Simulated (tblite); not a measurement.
A tight-binding relaxation on `C#C[C@@H]([SiH3])[SiH2]/C=C\CF`.

Computed with GFN2-xTB geometry optimisation, gas phase (tblite 0.8.0). Start geometry: from a force field or distance geometry. The command runs a driver script over a list of jobs; the input below is this job's line of settings and its coordinates in Å.

Command:
```bash
OMP_NUM_THREADS=1 python probes_run.py task.json out
```

Input:
```
{"job": {"kind": "relax", "xc": "GFN2-xTB", "basis": "xTB"}, "charge": 0, "multiplicity": 1}
C     -3.277200    -1.002800    -1.899900
C     -2.505800    -0.346100    -1.262000
C     -1.520300     0.418500    -0.471200
Si    -2.076400     0.563300     1.297600
Si     0.135100    -0.378900    -0.673500
C      1.084100    -0.010300     0.847900
C      2.392900    -0.079300     0.946800
C      3.294200    -0.463300    -0.140200
F      2.703200    -0.767900    -1.330700
H     -3.967500    -1.572000    -2.476100
H     -1.440200     1.452600    -0.895200
H     -1.728000    -0.635500     2.068000
H     -3.565600     0.643300     1.266900
H     -1.567600     1.802400     1.893100
H      0.015500    -1.832200    -0.837400
H      0.719100     0.263800    -1.872300
H      0.522800     0.290000     1.727900
H      2.845500     0.157900     1.925500
H      3.985700     0.400200    -0.294400
H      3.945300    -1.303000     0.176100
```

Output:
```
step      E/eV     max force
  0    -721.45095    2.060
  1    -721.59225    2.427
  2    -721.57742    4.196
  3    -721.67322    0.437
  4    -721.69242    0.353
  5    -721.72432    0.442
  6    -721.73254    0.460
  7    -721.74305    0.345
  8    -721.75985    0.540
  9    -721.77419    0.495
... (142 lines left out)
152    -721.89387    0.017
153    -721.89391    0.015
154    -721.89395    0.012
155    -721.89399    0.011
156    -721.89402    0.012
157    -721.89405    0.015
158    -721.89410    0.018
159    -721.89414    0.018
160    -721.89417    0.011
161    -721.89419    0.008
```

«max force» is the largest atomic force in eV/Å.

Question: From which step on does the largest force stay under 0.1 eV/Å, and how much energy is left to gain from there?

Answer: From step 106 (0.041 eV/Å), 7.7 meV above the end.

In short: energy lowered by 10.2 kcal/mol over 161 steps; largest atomic force 0.008 eV/Å at the end.

Question: Where do the atoms end?

Answer: 0.661 Å rms from the input after alignment:
```
atom  x, y, z in Å
C1    -3.2722   -0.6409   -2.1129
C2    -2.5159   -0.1656   -1.3139
C3    -1.6075    0.3810   -0.3431
Si4   -2.3331    0.1184    1.4044
Si5    0.1301   -0.3843   -0.6168
C6     1.2779    0.5665    0.5435
C7     2.5765    0.3682    0.7065
C8     3.4104   -0.6541    0.0080
F9     2.6971   -1.4119   -0.8860
H10   -3.9314   -1.0449   -2.8213
H11   -1.5381    1.4597   -0.5227
H12   -2.3847   -1.3104    1.7134
H13   -3.6830    0.6863    1.4565
H14   -1.4877    0.8100    2.3841
H15    0.0766   -1.8093   -0.2867
H16    0.5161   -0.1650   -2.0141
H17    0.8299    1.3575    1.1317
H18    3.1646    0.9643    1.3963
H19    4.2164   -0.1720   -0.5608
H20    3.8527   -1.3524    0.7310
```

Question: How long does this job take on an Arm Neoverse N1 with one thread, no GPU, shared host with 64 logical CPUs at a one-minute load of 61?

Answer: About 2.6 s.
Labels such as C1 count atoms from 1, the log's own numbers from 0.
